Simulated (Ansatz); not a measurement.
Spectroscopic constants of ZnO+, multiplicity 4 (an upper state: multiplicity 2 came lower at CCSD(T)/def2-TZVPP on PBE0 minima). No spin–orbit coupling. Zn is treated without relativity.

Seven points along R, fitted to fifth degree in 1/R; most abundant isotopes. In def2 and cc sets the state is the lowest found near the PBE0 minimum, followed along R.

Correlated levels freeze the inner cores; with def2 sets outer-core shells near the valence are correlated too.

Programs: Ansatz (an electronic-structure program) with Gaussian orbitals. Values without a source in brackets are computed.

Problem. What bond length and harmonic frequency does PBE0/def2-TZVPP give?

Solution. r_e = 2.356 Å, ω_e = 215 cm⁻¹.

Problem. What bond length and harmonic frequency does CCSD/def2-TZVPP give?

Solution. r_e = 2.367 Å, ω_e = 202 cm⁻¹.

Problem. What bond length and harmonic frequency does CCSD(T)/def2-TZVPP give?

Solution. r_e = 2.353 Å, ω_e = 209 cm⁻¹.
